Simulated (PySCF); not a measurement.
C₂H₈OSi₃, SMILES O[Si@H]1C=C[Si@@H]1[SiH3].

Geometry optimised at B3LYP-D3(BJ)/def2-SVP. The structure was generated by enumeration; whether it is a known compound was not checked. Other conformers were not sampled.

These are B3LYP-D3(BJ)/def2-SVP (PySCF) values and carry that method's errors.

Frequencies are harmonic and unscaled.

Problem. Estimate the vibrational spectrum. (Estimate from the structure and the level; the computed values follow.)

Solution. 
```json
[
 {"mode": "1", "ν (cm⁻¹)": "75", "IR (km/mol)": "0.3", "moving atoms (share of kinetic energy)": "Si 45 %, H 24 %, C 20 %, O 11 %"},
 {"mode": "2", "ν (cm⁻¹)": "81", "IR (km/mol)": "1.1", "moving atoms (share of kinetic energy)": "Si 61 %, O 18 %, H 17 %"},
 {"mode": "3", "ν (cm⁻¹)": "86", "IR (km/mol)": "0.1", "moving atoms (share of kinetic energy)": "H 93 %"},
 {"mode": "4", "ν (cm⁻¹)": "149", "IR (km/mol)": "4.5", "moving atoms (share of kinetic energy)": "O 36 %, Si 25 %, H 23 %, C 17 %"},
 {"mode": "5", "ν (cm⁻¹)": "190", "IR (km/mol)": "6.5", "moving atoms (share of kinetic energy)": "H 31 %, C 27 %, Si 27 %, O 16 %"},
 {"mode": "6", "ν (cm⁻¹)": "300", "IR (km/mol)": "73.4", "moving atoms (share of kinetic energy)": "H 66 %, Si 13 %, O 13 %, C 8 %"},
 {"mode": "7", "ν (cm⁻¹)": "341", "IR (km/mol)": "43.9", "moving atoms (share of kinetic energy)": "H 29 %, C 29 %, Si 21 %, O 20 %"},
 {"mode": "8", "ν (cm⁻¹)": "371", "IR (km/mol)": "2.5", "moving atoms (share of kinetic energy)": "Si 60 %, H 25 %, C 14 %"},
 {"mode": "9", "ν (cm⁻¹)": "418", "IR (km/mol)": "14.7", "moving atoms (share of kinetic energy)": "Si 52 %, H 23 %, C 19 %"},
 {"mode": "10", "ν (cm⁻¹)": "476", "IR (km/mol)": "8.0", "moving atoms (share of kinetic energy)": "Si 50 %, H 34 %, C 16 %"},
 {"mode": "11", "ν (cm⁻¹)": "506", "IR (km/mol)": "28.4", "moving atoms (share of kinetic energy)": "H 66 %, Si 29 %"},
 {"mode": "12", "ν (cm⁻¹)": "522", "IR (km/mol)": "8.4", "moving atoms (share of kinetic energy)": "H 59 %, Si 35 %"},
 {"mode": "13", "ν (cm⁻¹)": "612", "IR (km/mol)": "44.9", "moving atoms (share of kinetic energy)": "H 89 %"},
 {"mode": "14", "ν (cm⁻¹)": "672", "IR (km/mol)": "30.9", "moving atoms (share of kinetic energy)": "H 56 %, C 25 %, Si 15 %"},
 {"mode": "15", "ν (cm⁻¹)": "687", "IR (km/mol)": "21.3", "moving atoms (share of kinetic energy)": "H 60 %, C 28 %, Si 11 %"},
 {"mode": "16", "ν (cm⁻¹)": "720", "IR (km/mol)": "53.5", "moving atoms (share of kinetic energy)": "C 44 %, H 43 %, Si 12 %"},
 {"mode": "17", "ν (cm⁻¹)": "755", "IR (km/mol)": "76.9", "moving atoms (share of kinetic energy)": "H 57 %, C 22 %, Si 21 %"},
 {"mode": "18", "ν (cm⁻¹)": "773", "IR (km/mol)": "276.9", "moving atoms (share of kinetic energy)": "H 76 %, O 9 %"},
 {"mode": "19", "ν (cm⁻¹)": "811", "IR (km/mol)": "67.4", "moving atoms (share of kinetic energy)": "H 74 %, O 11 %, C 10 %"},
 {"mode": "20", "ν (cm⁻¹)": "881", "IR (km/mol)": "383.8", "moving atoms (share of kinetic energy)": "H 84 %, Si 13 %"},
 {"mode": "21", "ν (cm⁻¹)": "893", "IR (km/mol)": "144.3", "moving atoms (share of kinetic energy)": "H 44 %, Si 31 %, O 23 %"},
 {"mode": "22", "ν (cm⁻¹)": "904", "IR (km/mol)": "25.5", "moving atoms (share of kinetic energy)": "H 65 %, O 21 %, Si 14 %"},
 {"mode": "23", "ν (cm⁻¹)": "942", "IR (km/mol)": "38.5", "moving atoms (share of kinetic energy)": "H 97 %"},
 {"mode": "24", "ν (cm⁻¹)": "946", "IR (km/mol)": "43.0", "moving atoms (share of kinetic energy)": "H 97 %"},
 {"mode": "25", "ν (cm⁻¹)": "1027", "IR (km/mol)": "0.2", "moving atoms (share of kinetic energy)": "H 77 %, C 23 %"},
 {"mode": "26", "ν (cm⁻¹)": "1056", "IR (km/mol)": "5.8", "moving atoms (share of kinetic energy)": "H 96 %"},
 {"mode": "27", "ν (cm⁻¹)": "1275", "IR (km/mol)": "20.2", "moving atoms (share of kinetic energy)": "H 65 %, C 34 %"},
 {"mode": "28", "ν (cm⁻¹)": "1542", "IR (km/mol)": "2.5", "moving atoms (share of kinetic energy)": "C 96 %"},
 {"mode": "29", "ν (cm⁻¹)": "2174", "IR (km/mol)": "93.2", "moving atoms (share of kinetic energy)": "H 97 %"},
 {"mode": "30", "ν (cm⁻¹)": "2199", "IR (km/mol)": "97.1", "moving atoms (share of kinetic energy)": "H 98 %"},
 {"mode": "31", "ν (cm⁻¹)": "2208", "IR (km/mol)": "81.7", "moving atoms (share of kinetic energy)": "H 96 %"},
 {"mode": "32", "ν (cm⁻¹)": "2213", "IR (km/mol)": "98.2", "moving atoms (share of kinetic energy)": "H 96 %"},
 {"mode": "33", "ν (cm⁻¹)": "2234", "IR (km/mol)": "142.3", "moving atoms (share of kinetic energy)": "H 97 %"},
 {"mode": "34", "ν (cm⁻¹)": "3111", "IR (km/mol)": "8.5", "moving atoms (share of kinetic energy)": "H 92 %"},
 {"mode": "35", "ν (cm⁻¹)": "3133", "IR (km/mol)": "28.7", "moving atoms (share of kinetic energy)": "H 91 %, C 9 %"},
 {"mode": "36", "ν (cm⁻¹)": "3867", "IR (km/mol)": "96.6", "moving atoms (share of kinetic energy)": "H 94 %"}
]
```
